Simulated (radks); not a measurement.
Results of a calculation; reference values are marked as such.
Fractional charge and spin in the 4d shell of cadmium: the spin-up occupation runs from 4 to 5 and the spin-down occupation from 4 to 5; the fullest corner is Cd, [Kr] 5s2 4d(up 5, down 5). Level of theory: scalar-relativistic Kohn-Sham, PBE, spin-polarised, spherical densities, finite nucleus; Fermi nuclear charge, rms radius of each element as measured or else 0.836 A^(1/3) + 0.57 fm (a radial shooting solver on a logarithmic mesh with Libxc functionals). Energy (eV) minus the two flat planes that join the four corners (they meet along the diagonal where the two added fractions sum to one electron); zero is where a piecewise linear energy would lie.

\begin{tabular}{lrrr}
down \ up & 4 & 4.5 & 5 \\ \hline
4 & 0.000 & -1.787 & 0.000 \\
4.5 & -1.787 & 0.189 & -1.558 \\
5 & 0.000 & -1.558 & 0.000 \\
\end{tabular}

Corners above the fullest one (they belong to Cd+ and the next ion): (up 5, down 4) 17.786 eV, (up 4, down 5) 17.786 eV, (up 4, down 4) 49.743 eV. With half an added electron in each spin the energy lies 0.189 eV from the planes, and with half an added electron in spin up alone -1.787 eV. The planes are only a guide here: the flat-plane condition holds for ground states with one frontier orbital, while this shell lies below other occupied shells, so the corners above the fullest one are inner-hole states and not the ground states of those ions.
